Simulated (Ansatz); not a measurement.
Total energies of C2H5ClInN (`C[C](=N)[InH][Cl]`).

```xyz
10

C    -0.981   -0.565   -1.159
C     0.151   -0.394   -0.199
N     1.095   -1.228   -0.164
In    0.187    1.314    1.167
Cl    2.202    0.947    2.347
H    -1.059    0.305   -1.820
H    -0.835   -1.465   -1.760
H    -1.932   -0.637   -0.622
H     1.806   -1.000    0.534
H    -0.635    2.724    1.675
```

The species carries charge 0 and has multiplicity 1. Correlated methods include outer-core shells of In, which these sets cover unevenly. In takes the def2 core potential. The structure was optimised at the PBE0-D4/def2-TZVP level. It is one conformer, not always the lowest. Basis def2-TZVPP, Ansatz.

RPA on PBE orbitals: Hartree–Fock energy of these orbitals -781.82063 Eh, correlation -1.59112 Eh (frozen core).

```json
{"functional": "r2SCAN0", "energy without D4 (Eh)": "-784.30066", "D4 term (kJ/mol)": "-6.6"}
{"functional": "ωB97M-V", "energy without D4 (Eh)": "-784.25851", "D4 term (kJ/mol)": "–"}
```

**Question.** Give the same for LDA (SPW92), PBE, revPBE, BLYP, r2SCAN, B97M-V, PBE0, B3LYP, r2SCANh, HSE06 (plane-wave form), BHLYP, CAM-B3LYP, LC-ωPBE, ωB97X-V, B2PLYP, PBE-QIDH. (Estimate.)

**Answer.** Computed: 
| functional | energy without D4 (Eh) | D4 term (kJ/mol) |
| --- | --- | --- |
| LDA (SPW92) | -781.40262 | – |
| PBE | -784.03615 | -22.7 |
| revPBE | -784.32240 | -62.9 |
| BLYP | -784.29327 | -48.9 |
| r2SCAN | -784.35705 | -5.5 |
| B97M-V | -784.27372 | – |
| PBE0 | -784.08087 | -19.4 |
| B3LYP | -784.48121 | -36.9 |
| r2SCANh | -784.33384 | -5.9 |
| HSE06 (plane-wave form) | -784.06444 | -18.3 |
| BHLYP | -784.22817 | -31.0 |
| CAM-B3LYP | -784.31464 | -20.0 |
| LC-ωPBE | -784.20544 | – |
| ωB97X-V | -784.26332 | – |
| B2PLYP | -783.93399 | – |
| PBE-QIDH | -783.77098 | – |

B3LYP takes the VWN-RPA correlation (the form of Gaussian; ORCA's B3LYP/G). HSE06 is the plane-wave form, built on full-range PBE exchange. The double hybrids freeze the cores in their second-order part.

LC-ωPBE has ω = 0.4 bohr⁻¹.
